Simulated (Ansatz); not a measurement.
Ansatz (a first-principles code) input (B3LYP-D3(BJ)/def2-TZVP):

Ansatz 0.2 input:
```yaml
crystal:
  periodic: [false, false, false]
  atoms:
    - {symbol: Ti, position_ang: [-0.12265219, -0.38759305, -0.22754978]}
    - {symbol: O, position_ang: [1.07853716, 0.65329998, -0.50244709]}
    - {symbol: O, position_ang: [-0.74124362, 0.41258093, 1.12820897]}
basis:
  gaussian:
    orbitals: def2-TZVP
hamiltonian:
  xc: b3lyp
  dispersion: d3bj
total_charge: 1
magnetization: {spin_polarized: true, initial_magnetization: 1}
phonons: {temperatures: {t_min: 298.15, t_max: 298.15, t_step: 100}}
```

Output:

```
Functional definition: B3LYP
integrals: 0.03 GiB planned
765 factors; their error is unknown
mean field: 0.42 GiB planned
mean field evaluation 1: about -27172.4501 eV, gradient 9.2e1 eV
mean field evaluation 2: about -26571.3088 eV, gradient 3.8e2 eV
mean field evaluation 4: about -27179.1759 eV, gradient 8.1e1 eV
mean field evaluation 8: about -27202.5900 eV, gradient 5.7e-1 eV
mean field evaluation 16: about -27202.6980 eV, gradient 1.7e-3 eV
mean field -27202.69798748 eV, -999.6807123890 hartree, gradient 3.5e-5 eV, S^2 0.803068; 4 other end points of the search recorded, 0 dependent functions left out
the calculation of the forces begins
reference -27202.69817816 eV, -999.6807193963 hartree; 19, 18 occupied and 88, 89 virtual orbitals, 765 factors
these checks for a lower state are left out or cut short: stability, starts, cluster_reference, orbital_swaps, neighbouring_geometries, increment
integrals: 0.03 GiB planned
765 factors; their error is unknown
mean field: 0.42 GiB planned
mean field evaluation 32: about -27202.6977 eV, gradient 1.4e-1 eV
mean field -27202.69797138 eV, -999.6807117973 hartree, gradient 2.2e-6 eV, S^2 0.802359; 0 other end points of the search recorded, 0 dependent functions left out
the calculation of the forces begins
reference -27202.69816207 eV, -999.6807188051 hartree; 19, 18 occupied and 88, 89 virtual orbitals, 765 factors
these checks for a lower state are left out or cut short: stability, starts, cluster_reference, orbital_swaps, neighbouring_geometries, increment
integrals: 0.03 GiB planned
765 factors; their error is unknown
mean field: 0.42 GiB planned
mean field -27202.69797311 eV, -999.6807118608 hartree, gradient 2.1e-6 eV, S^2 0.803761; 0 other end points of the search recorded, 0 dependent functions left out
the calculation of the forces begins
reference -27202.69816378 eV, -999.6807188677 hartree; 19, 18 occupied and 88, 89 virtual orbitals, 765 factors
these checks for a lower state are left out or cut short: stability, starts, cluster_reference, orbital_swaps, neighbouring_geometries, increment
integrals: 0.03 GiB planned
765 factors; their error is unknown
mean field: 0.42 GiB planned
mean field -27202.69791681 eV, -999.6807097920 hartree, gradient 8.9e-7 eV, S^2 0.802598; 0 other end points of the search recorded, 0 dependent functions left out
the calculation of the forces begins
reference -27202.69810734 eV, -999.6807167936 hartree; 19, 18 occupied and 88, 89 virtual orbitals, 765 factors
these checks for a lower state are left out or cut short: stability, starts, cluster_reference, orbital_swaps, neighbouring_geometries, increment
integrals: 0.03 GiB planned
765 factors; their error is unknown
mean field: 0.42 GiB planned
mean field -27202.69792178 eV, -999.6807099747 hartree, gradient 1.1e-6 eV, S^2 0.803544; 0 other end points of the search recorded, 0 dependent functions left out
the calculation of the forces begins
reference -27202.69811262 eV, -999.6807169879 hartree; 19, 18 occupied and 88, 89 virtual orbitals, 765 factors
these checks for a lower state are left out or cut short: stability, starts, cluster_reference, orbital_swaps, neighbouring_geometries, increment
integrals: 0.03 GiB planned
765 factors; their error is unknown
mean field: 0.42 GiB planned
mean field evaluation 64: about -27202.6980 eV, gradient 3.0e-6 eV
mean field -27202.69795287 eV, -999.6807111170 hartree, gradient 3.0e-6 eV, S^2 0.803673; 0 other end points of the search recorded, 0 dependent functions left out
the calculation of the forces begins
reference -27202.69814365 eV, -999.6807181283 hartree; 19, 18 occupied and 88, 89 virtual orbitals, 765 factors
these checks for a lower state are left out or cut short: stability, starts, cluster_reference, orbital_swaps, neighbouring_geometries, increment
integrals: 0.03 GiB planned
765 factors; their error is unknown
mean field: 0.42 GiB planned
mean field -27202.69792967 eV, -999.6807102644 hartree, gradient 2.2e-6 eV, S^2 0.802468; 0 other end points of the search recorded, 0 dependent functions left out
the calculation of the forces begins
reference -27202.69812024 eV, -999.6807172678 hartree; 19, 18 occupied and 88, 89 virtual orbitals, 765 factors
these checks for a lower state are left out or cut short: stability, starts, cluster_reference, orbital_swaps, neighbouring_geometries, increment
integrals: 0.03 GiB planned
765 factors; their error is unknown
mean field: 0.42 GiB planned
mean field -27202.69796189 eV, -999.6807114486 hartree, gradient 1.3e-6 eV, S^2 0.803584; 0 other end points of the search recorded, 0 dependent functions left out
the calculation of the forces begins
reference -27202.69815267 eV, -999.6807184595 hartree; 19, 18 occupied and 88, 89 virtual orbitals, 765 factors
these checks for a lower state are left out or cut short: stability, starts, cluster_reference, orbital_swaps, neighbouring_geometries, increment
integrals: 0.03 GiB planned
765 factors; their error is unknown
mean field: 0.42 GiB planned
mean field -27202.69795686 eV, -999.6807112637 hartree, gradient 2.4e-6 eV, S^2 0.802555; 0 other end points of the search recorded, 0 dependent functions left out
the calculation of the forces begins
reference -27202.69814744 eV, -999.6807182675 hartree; 19, 18 occupied and 88, 89 virtual orbitals, 765 factors
these checks for a lower state are left out or cut short: stability, starts, cluster_reference, orbital_swaps, neighbouring_geometries, increment
integrals: 0.03 GiB planned
765 factors; their error is unknown
mean field: 0.42 GiB planned
mean field -27202.69793787 eV, -999.6807105659 hartree, gradient 1.8e-6 eV, S^2 0.803162; 0 other end points of the search recorded, 0 dependent functions left out
the calculation of the forces begins
reference -27202.69812843 eV, -999.6807175689 hartree; 19, 18 occupied and 88, 89 virtual orbitals, 765 factors
these checks for a lower state are left out or cut short: stability, starts, cluster_reference, orbital_swaps, neighbouring_geometries, increment
integrals: 0.03 GiB planned
765 factors; their error is unknown
mean field: 0.42 GiB planned
mean field evaluation 96: about -27202.6980 eV, gradient 3.3e-4 eV
mean field -27202.69796041 eV, -999.6807113940 hartree, gradient 2.9e-6 eV, S^2 0.802964; 0 other end points of the search recorded, 0 dependent functions left out
the calculation of the forces begins
reference -27202.69815120 eV, -999.6807184057 hartree; 19, 18 occupied and 88, 89 virtual orbitals, 765 factors
these checks for a lower state are left out or cut short: stability, starts, cluster_reference, orbital_swaps, neighbouring_geometries, increment
integrals: 0.03 GiB planned
765 factors; their error is unknown
mean field: 0.42 GiB planned
mean field -27202.69797585 eV, -999.6807119616 hartree, gradient 1.3e-6 eV, S^2 0.803026; 0 other end points of the search recorded, 0 dependent functions left out
the calculation of the forces begins
reference -27202.69816659 eV, -999.6807189712 hartree; 19, 18 occupied and 88, 89 virtual orbitals, 765 factors
these checks for a lower state are left out or cut short: stability, starts, cluster_reference, orbital_swaps, neighbouring_geometries, increment
integrals: 0.03 GiB planned
765 factors; their error is unknown
mean field: 0.42 GiB planned
mean field -27202.69797580 eV, -999.6807119595 hartree, gradient 1.7e-6 eV, S^2 0.803109; 0 other end points of the search recorded, 0 dependent functions left out
the calculation of the forces begins
reference -27202.69816641 eV, -999.6807189646 hartree; 19, 18 occupied and 88, 89 virtual orbitals, 765 factors
Total energy: -27202.77093812 eV, -999.6833932756 hartree
Atom 0 at    -0.122652    -0.387593    -0.227550 Å, force    -0.000519    -0.000796    -0.000196 eV/Å
Atom 1 at     1.078537     0.653300    -0.502447 Å, force     0.000918     0.000616    -0.000373 eV/Å
Atom 2 at    -0.741244     0.412581     1.128209 Å, force    -0.000400     0.000180     0.000569 eV/Å
Dipole moment:    -0.390150    -1.079116    -0.584072 e Å
Vibrations: 185.32 348.14 1006.41 cm⁻¹, zero-point energy 0.095460 eV
```

The spin state was set by rule; other spins were not relaxed.
